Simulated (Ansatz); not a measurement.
Species: sum formula H$_{6}$SiNO$_{3}$ (charge +1, singlet). It need not be the lowest isomer of its formula. 
Coordinates optimised at B3LYP-D3(BJ)/def2-TZVP (Ansatz, a quantum-chemistry and plane-wave program):
```
Si
O 1 1.5951
H 2 0.9614 1 126.15
O 1 1.6067 2 121.40 3 26.38
H 4 0.9621 1 125.01 2 75.50
N 1 1.6585 2 109.33 3 173.32
H 6 1.0080 1 124.29 2 -169.04
H 6 1.0093 7 113.05 1 -169.22
O 1 1.8426 2 103.86 3 -73.05
H 9 0.9702 1 121.89 2 -82.72
H 9 0.9718 10 112.09 1 150.68
```
Charge +1, spin multiplicity 1.

Parts of the frozen-core correlation energy in cc-pV(T+d)Z (Ansatz, hartree). Frozen orbitals: 9; correlated occupied orbitals by spin: 16 and 16; virtual: 218 and 218. No spin-orbit coupling. No relativistic terms.

```json
[
 {"term": "reference (HF)", "value": "-571.55508"},
 {"term": "MP2 opposite-spin", "value": "-0.78615"},
 {"term": "MP2 same-spin", "value": "?"},
 {"term": "CCSD correlation", "value": "?"},
 {"term": "(T)", "value": "?"},
 {"term": "T1 diagnostic", "value": "0.010"},
 {"term": "largest doubles amplitude", "value": "0.016"}
]
```

Q: Complete the blanks.

A: 
- MP2 same-spin, value: -0.26337
- CCSD correlation, value: -1.06885
- (T), value: -0.03682
